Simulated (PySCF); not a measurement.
# Sm²⁸⁺: ionisation energy

Sm²⁸⁺ [Ar] 3d10 4s2 4p4 [4p1/2^2 4p3/2^2, M_J = 2] → Sm²⁹⁺ [Ar] 3d10 4s2 4p3 [4p1/2^2 4p3/2^1, M_J = 3/2], as a difference of total energies. Computed with PySCF 2.14 in an uncontracted even-tempered set (17 s from 2.4 bohr⁻², ratio 2.8; 13 p from 3.1 bohr⁻², ratio 2.8; 8 d from 5.6 bohr⁻², ratio 2.8; 4 f from 16 bohr⁻², ratio 3), with the two-component X2C-1e Hamiltonian. Correlated levels: [Ne] frozen; the 74 highest virtual spinors dropped. "Screened" scales the spin-orbit matrix elements by Boettger's factors to mimic the two-electron term; Breit and QED terms are absent.

**Question.** Order these methods by the ionisation energy they give, lowest first.
A. GHF (screened spin-orbit)
B. GMP2 (spin-free)
C. GMP2 (screened spin-orbit)
D. GHF (spin-free)

**Answer.** A (1056.8 eV), C (1057.6 eV), D (1061.8 eV), B (1063.2 eV).

Breit and QED terms and the two-electron picture change are absent.

The spin-free rows relax to the high-spin LS determinant and lack the spin-orbit shift.

The labels give the starting determinants; with spin-orbit coupling the two ends relaxed to ⟨J²⟩ = 6.01, ⟨L²⟩ = 3.14, ⟨S²⟩ = 1.48 and ⟨J²⟩ = 3.75, ⟨L²⟩ = 2.30, ⟨S²⟩ = 1.66.

For comparison: 1060 ± 4 eV (theoretical estimate listed by NIST; NIST Atomic Spectra Database, ionization energies).
